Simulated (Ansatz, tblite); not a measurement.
Removing an electron: [AuCl2]- (AuCl2⁻). Charge -1, multiplicity 1. Geometry: B3LYP-D4/def2-TZVPD. Ansatz, gas phase; energy differences of separate SCF runs; the oxidised species was run as a doublet alone.

Cartesian coordinates in Å:
```
Au 0.0000 0.0000 0.0000
Cl 1.2412 0.2182 -1.9481
Cl -1.2412 -0.2181 1.9481
```

In the def2 sets Au takes a core potential; there is no spin–orbit coupling. The xTB rows come from tblite. Correlated methods freeze 10 core orbitals; core or outer-core shells of Au are correlated, in sets that lack core-valence functions.

**Question.** Estimate orbital energies and vertical ionisation energies at: GFN1-xTB; GFN2-xTB; HF/def2-TZVPPD; r2SCAN-D4/def2-TZVPD; PBE0-D4/def2-TZVPD; MP2/def2-TZVPPD; CCSD/def2-TZVPPD; CCSD(T)/def2-TZVPPD.

**Answer.** 
```tsv
level	−HOMO (eV)	vertical IE (eV)	−LUMO (eV)	HOMO–LUMO gap (eV)
GFN1-xTB	7.08	9.83	1.83	5.25
GFN2-xTB	6.22	9.13	-1.11	7.34
HF/def2-TZVPPD	–	4.23	–	–
r2SCAN-D4/def2-TZVPD	1.62	4.49	-2.98	4.60
PBE0-D4/def2-TZVPD	2.73	4.73	-3.42	6.15
MP2/def2-TZVPPD	–	5.91	–	–
CCSD/def2-TZVPPD	–	5.40	–	–
CCSD(T)/def2-TZVPPD	–	5.47	–	–
```

Relaxing the oxidised species (B3LYP-D4/def2-TZVPD) changes its energy by -0.19 eV at PBE0-D4/def2-TZVPD, so the adiabatic ionisation energy to this nearest minimum is 4.54 eV.  Run but left out: PBE-D4/def2-TZVPD (neutral doublet: an occupied level 0.00 eV above an empty one).  Raw xTB energy differences between charge states are shifted by several eV; the methods need an empirical correction for them.
